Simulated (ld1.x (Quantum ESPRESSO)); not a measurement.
europium, TM: configuration errors across variants

Eu (Z = 63), norm-conserving Troullier–Martins (Kleinman–Bylander form), made with ld1.x (Quantum ESPRESSO) 7.5 (PW91, scalar-relativistic). Core [Kr], reference 4d10 4f7 5s2 5p6 5d0 6s1 6p0 (charge +1). Waves: 5s (bound): rc 2.20 bohr; 5p (bound): rc 1.85 bohr; 4d (bound): rc 0.95 bohr; 4f (bound): rc 0.90 bohr. Local part: all-electron potential smoothed inside 2.15 bohr (lloc = -1). Core correction: none.

Occupied shells without a wave of their own: 6s. They enter only through the test configuration that unscreens the potential.

All-electron excitation energies from the reference (eV): (1) 4d10 4f7 5s2 5p6 5d0 6s2 6p0 -6.054; (2) 4d10 4f7 5s2 5p6 5d0 6s0 6p0 11.272; (3) 4d10 4f6 5s2 5p6 5d0 6s0 6p0 35.768; (4) 4d10 4f7 5s2 5p6 5d1 6s0 6p0 1.554; (5) 4d10 4f5 5s2 5p6 5d0 6s0 6p0 78.645; (6) 4d10 4f7 5s2 5p6 5d1 6s1 6p0 -3.896; (7) 4d10 4f8 5s2 5p6 5d0 6s0 6p0 1.863.

For the base: The 6s level has no wave, so the channel is fitted at the deeper level alone: the likely source of the large errors.

Errors AE − PS in meV (a dash: test not solved or not reliable):

```csv
change,(1),(2),(3),(4),(5),(6),(7),bound ghosts
base,+25,-53,-252,-1653,-784,-1020,-94,none
wave 4d (bound): rc 0.95 bohr becomes 4d (bound): rc 0.74 bohr,+25,-53,-252,-1653,-781,-1020,-93,none
wave 4d (bound): rc 0.95 bohr becomes 4d (bound): rc 0.90 bohr,+25,-53,-252,-1653,-783,-1020,-93,none
wave 4d (bound): rc 0.95 bohr becomes 4d (bound): rc 1.00 bohr,+25,-53,-253,-1654,-786,-1020,-94,none
wave 4d (bound): rc 0.95 bohr becomes 4d (bound): rc 1.12 bohr,+25,-53,-254,-1656,-791,-1022,-94,none
wave 4d (bound): rc 0.95 bohr becomes 4d (bound): rc 1.32 bohr,+25,-53,-257,-1673,-811,-1030,-95,none
wave 4d (bound): rc 0.95 bohr becomes 4d (bound): rc 1.38 bohr,+25,-53,-258,-1682,-817,-1036,-95,none
```

Q: Give the same row for: wave 4d (bound): rc 0.95 bohr becomes 4d (bound): rc 0.64 bohr.

A: +25, -53, -252, -1653, -780, -1020, -93; bound ghosts: none.
